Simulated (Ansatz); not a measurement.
In12Sb12H32, a nanocrystal cut from zinc blende InSb (hydrogen-capped), relaxed as a singlet with RKS r2SCAN-D4/def2-SVP in Ansatz, starting from a model built from a lattice or polyhedron. Force threshold 0.03 eV/Å.

In the def2 sets In, Sb take a core potential; there is no spin–orbit coupling. Single mean-field runs in def2-SVP are fitted with def2-universal-jkfit.

Start:

```xyz
56

In    3.625   -3.675   -1.999
In   -3.833   -3.986    0.667
In   -2.850   -0.761    3.784
In    4.605   -0.465    1.116
In    1.381    0.985    4.018
In    0.384   -2.212    0.909
In    0.158   -1.132   -3.539
In   -3.079    0.347   -0.671
In    1.145    2.048   -0.418
In    4.386    0.628   -3.327
In   -2.112    3.582    2.486
In   -2.333    4.692   -1.985
Sb   -1.125   -4.561    0.417
Sb    3.112   -2.796    0.642
Sb    2.882   -1.696   -3.809
Sb   -0.117   -1.324    3.520
Sb   -4.576   -1.964   -1.155
Sb   -3.571    1.233    1.960
Sb    4.082    0.430    3.736
Sb    3.870    1.520   -0.694
Sb    0.652    2.995    2.191
Sb   -0.336   -0.238   -0.928
Sb   -3.793    2.350   -2.466
Sb    0.425    4.104   -2.267
H     5.326   -4.044   -2.176
H     2.702   -5.112   -2.275
H    -4.783   -5.419    0.372
H    -4.162   -3.425    2.334
H    -3.161   -0.185    5.418
H    -3.783   -2.195    3.477
H     6.305   -0.807    0.949
H     1.094    1.557    5.646
H    -0.755   -2.559   -3.833
H    -0.315    0.117   -4.675
H     6.073    0.281   -3.515
H     3.935    1.872   -4.430
H    -2.411    4.139    4.098
H    -2.559    4.797    1.321
H    -2.627    5.218   -0.352
H    -2.795    5.897   -3.109
H    -0.659   -5.752    1.574
H    -0.771   -5.064   -1.208
H     3.588   -4.025    1.744
H     3.193   -2.247   -5.424
H     0.334   -2.553    4.635
H    -6.241   -1.641   -0.963
H    -4.267   -2.532   -2.723
H    -5.272    1.607    2.143
H     4.551   -0.792    4.863
H     5.035    1.859    4.049
H     4.796    2.960   -0.384
H     1.541    4.397    2.471
H    -3.476    1.780   -4.061
H    -5.480    2.695   -2.311
H     0.721    3.536   -3.872
H     1.341    5.537   -1.973
```

Problem. Estimate the energy that the relaxation releases and the steps that it takes.

Solution. 323.2 kJ/mol, in 25 steps; 1.9 min on 11 threads of AMD EPYC 7R13 on a shared host and a whole NVIDIA H100 80GB HBM3. The force fell under the threshold at step 18, but the optimiser went on and released 0.009 eV more. No frequencies were taken in this run, so the end may be a saddle point.

Problem. Does the start keep its bonding and symmetry?

Solution. By distances, no bond broke or formed. The bond that changes most is In2–Sb13, from 2.78 to 2.90 Å (atoms count from 1).

Problem. Predict the relaxed structure.

Solution. 
Cartesian coordinates in Å:
```
In 3.454 -3.922 -2.194
In -3.853 -4.684 -0.134
In -3.059 -1.143 3.952
In 4.905 -0.533 1.074
In 1.263 1.136 4.395
In 0.593 -2.089 1.111
In -0.185 -1.066 -3.544
In -2.871 0.494 -0.040
In 1.322 2.045 -0.167
In 4.277 0.753 -3.640
In -2.151 4.011 2.359
In -2.187 4.766 -3.053
Sb -1.041 -4.384 0.528
Sb 3.256 -2.755 0.492
Sb 2.612 -1.575 -3.601
Sb -0.182 -1.194 3.676
Sb -4.418 -1.864 -0.589
Sb -3.344 1.383 2.567
Sb 3.936 0.428 3.627
Sb 3.986 1.386 -0.789
Sb 0.557 3.001 2.380
Sb -0.261 -0.192 -0.772
Sb -3.648 2.507 -1.938
Sb 0.441 4.016 -2.068
H 5.144 -4.204 -2.410
H 2.186 -5.100 -2.204
H -3.906 -5.422 -1.686
H -4.641 -5.062 1.346
H -3.489 -1.007 5.615
H -3.643 -2.293 2.783
H 6.609 -0.791 1.211
H 1.156 1.663 6.037
H -1.129 -2.523 -3.510
H -0.620 0.375 -4.412
H 5.941 0.324 -3.810
H 3.447 2.057 -4.419
H -2.439 4.953 3.773
H -2.457 4.445 0.700
H -2.669 6.117 -2.105
H -2.158 4.504 -4.751
H -0.710 -5.513 1.764
H -0.140 -5.184 -0.676
H 3.656 -3.880 1.714
H 2.844 -2.113 -5.207
H 0.430 -2.378 4.745
H -5.956 -1.541 0.071
H -4.899 -1.679 -2.216
H -5.028 1.632 2.413
H 4.507 -0.639 4.829
H 4.926 1.736 4.095
H 4.836 2.803 -0.354
H 1.608 4.314 2.677
H -4.319 1.623 -3.234
H -5.138 3.100 -1.359
H 1.423 3.691 -3.421
H 1.228 5.465 -1.631
```
Bond lengths (bridged metal pairs left out): 32 × In–Sb 2.79 to 2.94 Å; 16 × H–In 1.72 to 1.74 Å; 16 × H–Sb 1.70 to 1.71 Å.
